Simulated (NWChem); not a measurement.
Everything below was run with NWChem. System: HFGeS, charge 0, spin multiplicity 1, at a geometry optimised with PBE/def2-SVP. The structure started from a generated list of species. Level: PBE/def2-QZVP.

Part of the output:

```
             Northwest Computational Chemistry Package (NWChem) 7.3.0
             --------------------------------------------------------

                                NWChem Input Module
                                -------------------

 Scaling coordinates for geometry "geometry" by  1.889725989
 (inverse scale =  0.529177249)

 Turning off AUTOSYM since
 SYMMETRY directive was detected!

                             Geometry "geometry" -> ""
                             -------------------------

 Output coordinates in angstroms (scale by  1.889725989 to convert to a.u.)

  No.       Tag          Charge          X              Y              Z
 ---- ---------------- ---------- -------------- -------------- --------------
    1 Ge                  32.0000     0.06773100     0.68014600     0.00000000
    2 F                    9.0000    -1.68575200     0.39231300     0.00000000
    3 S                   16.0000     0.68724500    -1.50807400     0.00000000
    4 H                    1.0000     2.00846600    -1.16631800     0.00000000

 Effective nuclear repulsion energy (a.u.)     243.6794586761

            Nuclear Dipole moment (a.u.)
            ----------------------------
        X                 Y               Z
 ---------------- ---------------- ----------------
     0.0000188973    -0.0000245664     0.0000000000

      Symmetry information
      --------------------

 Group name             Cs
 Group number              2
 Group order               2
 No. of unique centers     4

      Symmetry unique atoms

     1    2    3    4


 Summary of "ao basis" -> "" (spherical)
 ------------------------------------------------------------------------------
       Tag                 Description            Shells   Functions and Types
 ---------------- ------------------------------  ------  ---------------------
 *                         def2-qzvp                  on all atoms

  pbe96 is a nonlocal functional; adding pw91lda local functional.

                                 NWChem DFT Module
                                 -----------------

 Summary of "ao basis" -> "ao basis" (spherical)
 ------------------------------------------------------------------------------
       Tag                 Description            Shells   Functions and Types
 ---------------- ------------------------------  ------  ---------------------
 Ge                        def2-qzvp                25       75   11s7p4d2f1g
[...]
 Vector   28  Occ=2.000000D+00  E=-2.545365D-01  Symmetry=a"
              MO Center=  6.1D-01, -1.2D+00,  1.0D-12, r^2= 2.0D+00
   Bfn.  Coefficient  Atom+Function         Bfn.  Coefficient  Atom+Function
  ----- ------------  ---------------      ----- ------------  ---------------
   156      0.403808  3 S  pz               153      0.338301  3 S  pz
   144     -0.244267  3 S  pz               159      0.200069  3 S  pz
    29      0.135450  1 Ge pz               150      0.102432  3 S  pz
    26      0.079841  1 Ge pz                85     -0.072840  2 F  pz
    88     -0.066208  2 F  pz                91     -0.058855  2 F  pz

 Vector   29  Occ=2.000000D+00  E=-2.429809D-01  Symmetry=a'
              MO Center=  2.8D-01, -6.3D-02,  4.7D-14, r^2= 3.8D+00
   Bfn.  Coefficient  Atom+Function         Bfn.  Coefficient  Atom+Function
  ----- ------------  ---------------      ----- ------------  ---------------
    10      0.325219  1 Ge s                155     -0.323444  3 S  py
    11      0.310698  1 Ge s                152     -0.252285  3 S  py
    28      0.212476  1 Ge py               143      0.184569  3 S  py
   158     -0.172093  3 S  py                25      0.166586  1 Ge py
     9      0.152282  1 Ge s                  7     -0.143877  1 Ge s

 Vector   30  Occ=0.000000D+00  E=-1.219336D-01  Symmetry=a"
              MO Center=  1.6D-01,  4.5D-01, -2.5D-14, r^2= 3.3D+00
   Bfn.  Coefficient  Atom+Function         Bfn.  Coefficient  Atom+Function
  ----- ------------  ---------------      ----- ------------  ---------------
    29      0.518234  1 Ge pz                32      0.380503  1 Ge pz
    26      0.278309  1 Ge pz                20     -0.194622  1 Ge pz
   159     -0.179139  3 S  pz               156     -0.168875  3 S  pz
   153     -0.157784  3 S  pz                85     -0.106742  2 F  pz
   144      0.103822  3 S  pz                94     -0.102512  2 F  pz

 Vector   31  Occ=0.000000D+00  E=-4.449329D-02  Symmetry=a'
              MO Center=  1.1D-01,  5.7D-01, -3.4D-14, r^2= 4.5D+00
   Bfn.  Coefficient  Atom+Function         Bfn.  Coefficient  Atom+Function
  ----- ------------  ---------------      ----- ------------  ---------------
    30      0.621308  1 Ge px                31     -0.398660  1 Ge py
   141     -0.362581  3 S  s                 27      0.305398  1 Ge px
    28     -0.299093  1 Ge py               158     -0.295688  3 S  py
   206     -0.230190  4 H  s                 24      0.213007  1 Ge px
    11      0.209440  1 Ge s                155     -0.208344  3 S  py

 Vector   32  Occ=0.000000D+00  E=-2.981729D-02  Symmetry=a'
              MO Center=  1.3D+00, -7.7D-01, -9.1D-14, r^2= 4.5D+00
   Bfn.  Coefficient  Atom+Function         Bfn.  Coefficient  Atom+Function
  ----- ------------  ---------------      ----- ------------  ---------------
   206      1.227484  4 H  s                157     -0.795191  3 S  px
   141     -0.756136  3 S  s                154     -0.309791  3 S  px
    30      0.287302  1 Ge px                31      0.281092  1 Ge py
   205      0.267376  4 H  s                151     -0.228696  3 S  px
    10     -0.210718  1 Ge s                  9     -0.162435  1 Ge s

 center of mass
 --------------
 x =  -0.04537375 y =   0.12517069 z =   0.00000000

 moments of inertia (a.u.)
 ------------------
         395.146966370212         158.755492372119           0.000000000000
         158.755492372119         262.192946974640           0.000000000000
           0.000000000000           0.000000000000         657.339913344852

     Multipole analysis of the density
     ---------------------------------

     L   x y z        total         alpha         beta         nuclear
     -   - - -        -----         -----         ----         -------
     0   0 0 0     -0.000000    -29.000000    -29.000000     58.000000

     1   1 0 0      0.886714      0.443347      0.443347      0.000019
     1   0 1 0      0.408998      0.204511      0.204511     -0.000025
     1   0 0 1      0.000000      0.000000      0.000000      0.000000

     2   2 0 0    -27.057273    -80.153027    -80.153027    133.248782
     2   1 1 0      0.106825     41.840418     41.840418    -83.574011
     2   1 0 1     -0.000000     -0.000000     -0.000000      0.000000
     2   0 2 0    -27.456093   -110.034710   -110.034710    192.613327
     2   0 1 1     -0.000000     -0.000000     -0.000000      0.000000
     2   0 0 2    -25.866378    -12.933189    -12.933189      0.000000

 Task  times  cpu:       90.4s     wall:       90.4s

 Total times  cpu:       90.4s     wall:       90.4s
```

### Question
Write an NWChem input that would produce this output.

### Answer
One answer among several that fit: 
```
start mol
memory heap 200 mb stack 900 mb global 1100 mb
geometry units angstroms nocenter noautoz
  Ge     0.067731     0.680146     0.000000
  F     -1.685752     0.392313     0.000000
  S      0.687245    -1.508074     0.000000
  H      2.008466    -1.166318     0.000000
  symmetry group Cs
end
basis spherical
  * library def2-qzvp
end
dft
  xc xpbe96 cpbe96
  semidirect memsize 60000000 filesize 0
  iterations 100
end
task dft energy
```
